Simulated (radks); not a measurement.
Task: The scandium ion Sc4+, 17 electrons, occupied as [He] 2s2 2p5 3s2 3p6 (not the ground configuration). All-electron calculation, scalar-relativistic Kohn-Sham, PBEsol, spin-polarised, spherical densities, finite nucleus; open shells are filled with parallel spins first; Fermi nuclear charge, rms radius 3.5459 fm. Program: a radial shooting solver on a logarithmic mesh with Libxc functionals. Some entries of the table are withheld. Estimate them.

orbital  occ.  eigenvalue (Ry)  <1/r> (bohr^-1)
1s up       1        -330.9528            20.75
1s down     1        -330.7298            20.76
2s up       1        -41.34423              (1)
2s down     1        -40.97136              (2)
2p up       3        -35.34812            4.285
2p down     2        -34.91509            4.273
3s up       1         -8.13883            1.412
3s down     1         -8.10265            1.407
3p up       3         -6.49271            1.313
3p down     3         -6.45487            1.307

Result: 
(1) 2s up <1/r> (bohr^-1): 4.377
(2) 2s down <1/r> (bohr^-1): 4.363
